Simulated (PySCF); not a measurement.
**Exercise with solution: oscillator strength and radiative lifetime**

Hf(Cl)3(SH) (Cl3HHfS), SMILES [SH][Hf]([Cl])([Cl])[Cl], multiplicity 1.

Geometry: PBE0-D3(BJ)/def2-SVP. The multiplicity is an assumed one; no other spin state was optimised. The structure was generated by enumeration; whether it is a known compound was not checked. The def2 effective core potentials stand for the cores of Hf; spin–orbit coupling is left out. One conformer was computed; it need not be the lowest.

TDA-PBE/def2-SVPD (PySCF) puts the first singlet state with f over 0.02 at 4.44 eV (vertical), with the transition dipole (0.417, 0.264, 0.000) in atomic units.

Task: Find the oscillator strength, the wavelength and the radiative lifetime that this transition would have in vacuum if emission retraced absorption.

Result: 
|μ|² = 0.2436 au, so |μ| = 1.25 D. ΔE = 4.44/27.211 = 0.1632 hartree. f = (2/3) ΔE |μ|² = 0.026 (the program prints 0.027).
λ = 1239.84/4.44 = 279 nm; ν = 35811 cm⁻¹.
Einstein's coefficient A = 0.6670 ν² f s⁻¹ (ν in cm⁻¹) = 2.3e7 s⁻¹, so τ = 1/A = 44 ns. This state is S2; the lower singlet has f = 0.003. The figure is the radiative limit of this one transition; relaxation, internal conversion, crossing to triplets and a medium change what is measured.
